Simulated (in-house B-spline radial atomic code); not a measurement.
A fraction x of an electron is removed from 4p in the rhodium ion Rh⁵⁺, starting from [Kr] 4d4 and keeping the highest spin. Computed with a B-spline radial code for spherical atoms: non-relativistic LDA exchange-only, spin-polarised, spherical fractional occupations, point nucleus.

```csv
x,E(x) - E(0) (eV),4p down level (eV)
0,0.0000,-114.072
0.06,6.8769,-115.158
0.19,22.0007,-117.518
0.31,36.2341,-119.706
0.39,45.8691,-121.169
0.5,59.3086,-123.187
0.53,63.0125,-123.739
0.63,?,?
0.84,102.2577,-129.464
0.98,?,?
1,123.2096,-132.437
```

What belongs in the row x = 0.63?

An energy change of 75.4784 eV; 4p down at -125.580 eV.

What belongs in the row x = 0.98?

An energy change of 120.5646 eV; 4p down at -132.064 eV.

Check Janak's theorem between x = 0.06 and 0.19.

The slope of the energy is 116.34 eV; the orbital levels give 116.34 eV (-ε of the emptying orbital, averaged over the two points).
